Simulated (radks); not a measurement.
Problem. The mean radii <r> (bohr) of the occupied orbitals of an atom or ion are listed with their occupations. All-electron calculation, non-relativistic Kohn-Sham, TPSS, spin-polarised, spherical densities, point nucleus; meta-GGA in the generalised Kohn-Sham scheme. Program: a radial shooting solver on a logarithmic mesh with Libxc functionals.

orbital  occ.      <r>
1s up       1  0.02712
1s down     1  0.02712
2s up       1   0.1163
2s down     1   0.1163
2p up       3  0.09899
2p down     3  0.09899
3s up       1   0.3059
3s down     1   0.3059
3p up       3   0.2961
3p down     3   0.2961
3d up       5   0.2669
3d down     5   0.2669
4s up       1   0.7000
4s down     1   0.6996
4p up       3   0.7227
4p down     3   0.7219
4d up       5   0.7798
4d down     5   0.7776
5s up       1    1.489

Name the element and its charge. Open shells, if any, are filled with parallel spins first.

Solution. Z = 56, barium, charge +9: Ba9+ in [Kr] 4d10 5s1. The 1s radius gives Z: for a bare nucleus <r> = 1.5/Z, 0.02679 bohr for Z = 56, and screening makes it slightly larger (0.02712 here). The occupations add up to 47, and the charge is Z minus that.
